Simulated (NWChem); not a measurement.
Species: BH3O; SMILES BO

Results from NWChem. Pople sets run with spherical d functions. All runs use the structure optimised with PBE0-D3(BJ)/def2-TZVP. Static field.

**Question.** Estimate the computed values for B3LYP/6-31+G*. Quantities: isotropic polarisability (bohr³); anisotropy (bohr³).

**Answer.** The isotropic polarisability (bohr³) is 18.2 and the anisotropy (bohr³) is 9.1.
